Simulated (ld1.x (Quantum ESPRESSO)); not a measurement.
**Logarithmic derivatives: In (Z = 49), PAW**

* Element: indium
* Generator: ld1.x (Quantum ESPRESSO) 7.5
* Type: PAW
* Functional: LDA (PZ)
* Relativity: non-relativistic
* Frozen core: [Kr] 4d10
* Valence charge: 3
* Reference configuration: 5s2 5p1
* Partial waves: 5s (bound): rcut 2.15, rcutus 2.60 bohr; 5s channel at 0.2 Ry: rcut 2.15, rcutus 2.60 bohr; 5p (bound): rcut 2.80, rcutus 3.30 bohr; 5p channel at 1.1 Ry: rcut 2.80, rcutus 3.30 bohr
* Local potential: all-electron potential smoothed inside 3.00 bohr (lloc = -2)
* Core correction: Bessel-smoothed model core, default radius (core density twice the valence density)
* Augmentation charge: PSQ, inside the norm-conserving radii

The phase is arctan(r·u′/u) with u = r·R(r), unwrapped; energies in Ry, scanned from -3 to 5 Ry. A pole is an energy at which the radial function vanishes at the test radius. The pseudo phase is shifted by a multiple of π to meet the all-electron one at the reference energy, and phase errors are pseudo minus all-electron; the curves can meet again beyond the range given. Levels narrower than the energy grid can be missing from the lists of poles.

For each channel, where are the poles, and over which energies does the pseudopotential scatter like the atom?

```csv
channel,radius (bohr),reference energy (Ry),"poles, all-electron","poles, pseudo",unbroken range about the reference energy with phases within 0.05 rad,phase error 1 Ry above the reference energy (rad)
s,3.59,-0.58,"-0.18, 3.79","-0.18, 3.71",below 4.9,-0.000
p,3.59,-0.20,"0.52, 4.60","0.52, 4.01",below 2.1,-0.000
```

Phases in the p channel:

```tsv
E (Ry)	all-electron	pseudo
-3.00	1.399	1.398
-2.76	1.390	1.389
-2.52	1.380	1.379
-2.28	1.367	1.367
-2.04	1.353	1.352
-1.80	1.334	1.334
-1.56	1.310	1.309
-1.32	1.275	1.275
-1.08	1.224	1.224
-0.84	1.135	1.135
-0.60	0.942	0.942
-0.36	0.318	0.318
-0.12	-0.910	-0.910
0.12	-1.351	-1.351
0.36	-1.510	-1.510
0.60	-1.597	-1.598
0.84	-1.661	-1.661
1.08	-1.720	-1.720
1.32	-1.785	-1.785
1.56	-1.873	-1.874
1.80	-2.021	-2.027
2.04	-2.347	-2.382
2.28	-3.170	-3.303
2.52	-3.994	-4.091
2.76	-4.317	-4.377
3.00	-4.460	-4.506
3.24	-4.540	-4.581
3.48	-4.591	-4.632
3.72	-4.628	-4.671
3.96	-4.656	-4.705
4.20	-4.680	-4.737
4.44	-4.700	-4.771
4.68	-4.718	-4.811
4.92	-4.736	-4.868
```
